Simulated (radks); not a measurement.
I3.5+, configuration [Kr] 4d10 5s2 5p(up 1.5, down 0) (fractional occupations, a model configuration). Calculated with a radial shooting solver on a logarithmic mesh with Libxc functionals: scalar-relativistic Kohn-Sham, LDA (Slater exchange, Perdew-Wang correlation), spin-polarised, spherical densities, finite nucleus; Fermi nuclear charge, rms radius 4.75 fm.

Normalised radial functions P(r) = r R(r), r in bohr:

| r | 4p down | 4d up |
|---|---|---|
| 0.002202 | 0.0050 | 0.0000 |
| 0.002914 | 0.0082 | 0.0001 |
| 0.003856 | 0.0134 | 0.0001 |
| 0.005102 | 0.0218 | 0.0003 |
| 0.006804 | 0.0357 | 0.0007 |
| 0.009003 | 0.0571 | 0.0014 |
| 0.01191 | 0.0897 | 0.0031 |
| 0.01576 | 0.1379 | 0.0065 |
| 0.02085 | 0.2049 | 0.0135 |
| 0.02759 | 0.2909 | 0.0275 |
| 0.03651 | 0.3865 | 0.0542 |
| 0.04831 | 0.4664 | 0.1022 |
| 0.06391 | 0.4831 | 0.1818 |
| 0.08457 | 0.3744 | 0.2999 |
| 0.1119 | 0.0976 | 0.4477 |
| 0.1481 | -0.3069 | 0.5833 |
| 0.1975 | -0.6666 | 0.6207 |
| 0.2613 | -0.6826 | 0.4535 |
| 0.3457 | -0.2069 | 0.0401 |
| 0.4574 | 0.5795 | -0.5223 |
| 0.6052 | 1.1922 | -0.9938 |
| 0.8008 | 1.2530 | -1.1442 |
| 1.06 | 0.8555 | -0.9489 |
| 1.402 | 0.3899 | -0.5870 |
| 1.855 | 0.1136 | -0.2657 |
| 2.454 | 0.0193 | -0.0821 |
| 3.247 | 0.0016 | -0.0154 |
| 4.296 | 0.0001 | -0.0015 |
| 5.685 | 0.0000 | -0.0001 |

4p down: eigenvalue -165.83 eV, 2 radial nodes at r = 0.120, 0.374 bohr, <r> = 0.791 bohr, 90 % of the charge inside 1.16 bohr. 4d up: eigenvalue -88.818 eV, 1 radial node at r = 0.353 bohr, <r> = 0.916 bohr, 90 % of the charge inside 1.40 bohr.
